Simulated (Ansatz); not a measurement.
Cost and result for the atomization energy of AlBH₄SSi, SMILES `[BH2][Al]1[SiH2][S]1` (8 atoms, 8 bonds).

```csv
atom,x (Å),y (Å),z (Å)
B1,0.013,2.316,0.646
Al2,0.112,0.286,0.121
Si3,-0.346,-1.874,-0.645
S4,1.584,-1.331,0.212
H5,0.303,3.175,-0.134
H6,-0.371,2.663,1.724
H7,-1.050,-2.922,0.139
H8,-0.245,-2.312,-2.063
```

The species carries charge 0 and has multiplicity 1. Geometry: relaxed with PBE0-D4/def2-TZVP. Program: Ansatz. All runs use 2 threads of an Arm Neoverse V2 on a shared host. Times are those of one run each, without the atoms' runs, and a repeat can differ threefold. Electronic energies, without spin–orbit coupling; frozen cores. CCSD(T)/CBS adds CCSD(T) − MP2 in def2-TZVPP to the MP2 limit, and its time is that of the two runs behind it. T1 = 0.016. HSE06 is the plane-wave form, built on full-range PBE exchange.

CCSD(T)/CBS is a level of theory with its own doubt, some kJ/mol a heavy atom from the limit and from the frozen cores, so smaller differences don't rank the functionals.

```
                             level  functions  wall time
                  CCSD(T)/def2-SVP         88      2.2 s
              revPBE-D4/def2-TZVPP        213      2.5 s
   PBE-D4/def2-TZVPP (with forces)        213      3.1 s
               BHLYP-D4/def2-TZVPP        213      3.7 s
               HSE06-D4/def2-TZVPP        213      4.2 s
r2SCAN-D4/def2-TZVPP (with forces)        213        6 s
               PBE-QIDH/def2-TZVPP        213      6.5 s
                ωB97X-V/def2-TZVPP        213       11 s
                 B97M-V/def2-TZVPP        213       11 s
  ωB97M-V/def2-TZVPP (with forces)        213       16 s
                    MP2/def2-QZVPP        387       19 s
                CCSD(T)/def2-TZVPP        213       55 s
                 CCSD(T)/CBS(def2)          –       74 s
```

Problem. What atomization energy does each give, and how far from CCSD(T)/CBS? (An estimate is asked.)

Solution. The calculation gave: 
```
                             level  atomization (kJ/mol)  difference from CCSD(T)/CBS  per bond
                  CCSD(T)/def2-SVP                2180.0                       -169.1     -21.1
              revPBE-D4/def2-TZVPP                2327.7                        -21.4      -2.7
   PBE-D4/def2-TZVPP (with forces)                2374.9                         25.8       3.2
               BHLYP-D4/def2-TZVPP                2309.1                        -40.0      -5.0
               HSE06-D4/def2-TZVPP                2359.3                         10.2       1.3
r2SCAN-D4/def2-TZVPP (with forces)                2389.7                         40.6       5.1
               PBE-QIDH/def2-TZVPP                2346.5                         -2.6      -0.3
                ωB97X-V/def2-TZVPP                2379.0                         29.9       3.7
                 B97M-V/def2-TZVPP                2408.8                         59.7       7.5
  ωB97M-V/def2-TZVPP (with forces)                2362.7                         13.6       1.7
                    MP2/def2-QZVPP                2343.0                         -6.1      -0.8
                CCSD(T)/def2-TZVPP                2279.1                        -70.0      -8.7
                 CCSD(T)/CBS(def2)                2349.1                          0.0       0.0
```

In def2-TZVPP, CCSD(T) changes the Hartree–Fock value by +515.7 kJ/mol (the triples alone add +38.2 kJ/mol) and MP2 by +538.6 kJ/mol; breaking electron pairs costs correlation energy, which Hartree–Fock lacks. From r2SCAN to r2SCAN0 (25 % exact exchange), in def2-TZVPP and without D4, the atomization energy moves by −31.7 kJ/mol: exact exchange takes away binding that semilocal exchange gives to molecules. At CCSD(T), def2-SVP lies −169.1 kJ/mol from the extrapolated value and def2-TZVPP −70.0 kJ/mol: correlation converges slowly with the basis, and small sets miss more of it in the bonded molecule than in its fragments.
